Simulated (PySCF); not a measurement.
A species of formula C4H7NSi has this rotational fingerprint, computed with PBE0-D3(BJ)/def2-SVP geometry optimisation, gas phase in PySCF 2.14.0:

| Item | Value |
| --- | --- |
| Rotational constants | A = 6213, B = 1306, C = 1101 MHz |
| Dipole components | \|μa\| = 3.07 D, \|μb\| = 0.87 D, \|μc\| = 0.02 D |
| Inertial defect | -9.14 u·Å² |
| κ | -0.92 |

Question: Which candidate fits, each taken in the one conformer that was computed?
A. `[CH2:1]=[C:2]([CH3:3])[SiH2:4][C:5]#[N:6]` with C1–C2–Si4–C5 125°
B. `C[Si@@H]1C[C@H]1C#N`
C. `CC#C/C=N\[SiH3]`

Answer: C. It is CC#C/C=N\[SiH3], a near-prolate asymmetric top. The candidates at the same level (rigid rotor, commonest isotopes):

```tsv
SMILES	A (MHz)	B (MHz)	C (MHz)	μa (D)	μb (D)	μc (D)	Δ (u·Å²)	point group	rotor
CC#C/C=N\[SiH3]	6213	1306	1101	3.07	0.87	0.02	-9.14	–	near-prolate asymmetric top
C[Si@@H]1C[C@H]1C#N	7314	1588	1475	5.34	0.94	0.87	-44.87	C1	near-prolate asymmetric top
C=C(C)[SiH2]C#N	4770	1756	1490	3.53	1.03	0.84	-54.51	C1	asymmetric top
```

`C[Si@@H]1C[C@H]1C#N` has C 34 % too high; `C=C(C)[SiH2]C#N` has C 35 % too high. No structure here is proved a minimum.
